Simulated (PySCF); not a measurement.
**A small calculation by hand: chemical shift, span and skew from a shielding tensor**

MgF2, SMILES [Mg]([F])[F]. Atoms are numbered in the order given.

```xyz
3

Mg     0.0000     0.0000     0.0000
F      0.0000     0.0000    -1.7461
F      0.0000     0.0000     1.7461
```

Coordinates come from a PBE0-D3(BJ)/def2-TZVP optimisation. The isomer is the one that the SMILES or the coordinates give; other isomers of the formula were not compared.

GIAO shieldings from PBE0/pcSseg-2 (PySCF), non-relativistic, no solvent. The symmetric part of the tensor of F2 has the principal values 404.9, 404.9, 484.2 ppm. The same nucleus in CFCl3 has σ = 165.8 ppm at this level (PySCF, at its B3LYP-D3(BJ)/def2-TZVP geometry).

Task: Work out the isotropic shielding, the ¹⁹F shift against CFCl3, the span and the skew.

Result: 
σ(iso) = (σ11 + σ22 + σ33)/3 = 431.3 ppm. δ = σ(ref) − σ(iso) = 165.8 − (431.3) = -265.5 ppm.
Span Ω = σ33 − σ11 = 79.3 ppm. Skew κ = 3(σ(iso) − σ22)/Ω = 1.00, an axial tensor. Tumbling in solution averages the tensor to δ; in a static solid the shielding alone would spread this spin-1/2 line over Ω.
